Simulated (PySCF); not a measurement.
## Shieldings and the share of exact exchange

Molecule: SMILES [CH3][AlH][CH]1CC1, C4H9Al.

Molfile (atoms numbered from 1):
```
C4H9Al
     RDKit          3D

 14 14  0  0  0  0  0  0  0  0999 V2000
    2.7351   -0.2849    0.0191 C   0  0  0  0  0  0  0  0  0  0  0  0
    0.9622    0.5020    0.2883 Al  0  0  0  0  0  3  0  0  0  0  0  0
   -0.6749   -0.3970   -0.2372 C   0  0  0  0  0  0  0  0  0  0  0  0
   -1.8612    0.4200   -0.7332 C   0  0  0  0  0  0  0  0  0  0  0  0
   -1.9357   -0.2261    0.6005 C   0  0  0  0  0  0  0  0  0  0  0  0
    3.5536    0.4426    0.1356 H   0  0  0  0  0  0  0  0  0  0  0  0
    2.9122   -1.0934    0.7511 H   0  0  0  0  0  0  0  0  0  0  0  0
    2.8272   -0.7478   -0.9780 H   0  0  0  0  0  0  0  0  0  0  0  0
    0.7802    1.9334    0.9774 H   0  0  0  0  0  0  0  0  0  0  0  0
   -0.5973   -1.3835   -0.7113 H   0  0  0  0  0  0  0  0  0  0  0  0
   -1.7696    1.5107   -0.7784 H   0  0  0  0  0  0  0  0  0  0  0  0
   -2.4576   -0.0029   -1.5470 H   0  0  0  0  0  0  0  0  0  0  0  0
   -1.8968    0.4123    1.4897 H   0  0  0  0  0  0  0  0  0  0  0  0
   -2.5845   -1.0994    0.7159 H   0  0  0  0  0  0  0  0  0  0  0  0
  1  2  1  0
  2  3  1  0
  3  4  1  0
  4  5  1  0
  5  3  1  0
  1  6  1  0
  1  7  1  0
  1  8  1  0
  2  9  1  0
  3 10  1  0
  4 11  1  0
  4 12  1  0
  5 13  1  0
  5 14  1  0
M  END
```

GIAO shieldings (ppm, equivalent atoms averaged) in PySCF on the PBE0-D3(BJ)/def2-SVP geometry, basis pcSseg-1, gas phase, non-relativistic:

```csv
functional,exact exchange (%),σ(C4/C5),σ(C3),σ(Al2)
BLYP,0,172.9,176.1,238.8
BP86,0,176.7,180.3,243.9
PBE,0,177.2,180.7,242.8
B3LYP,20,177.7,182.7,256.5
PBE0,25,182.7,188.4,266.3
mPW1PW91,25,181.6,187.6,268.0
HF,100,193.3,203.5,326.1
```

(1) Fit each shielding as a line in the percentage of exact exchange.

(2) What does the line predict for BHandHLYP (50 %), and what does the run give?

Answers

(1) σ(C4/C5) = 176.0 + 0.18 x (rms 1.8 ppm); σ(C3) = 179.6 + 0.25 x (rms 2.0 ppm); σ(Al2) = 242.7 + 0.84 x (rms 2.7 ppm). The functionals also differ in their semilocal parts, which the line can't hold; Hartree–Fock has no correlation at all.

(2) σ(C4/C5): 185.0 predicted, 184.1 computed; σ(C3): 192.1 predicted, 191.0 computed; σ(Al2): 284.7 predicted, 281.9 computed ppm.
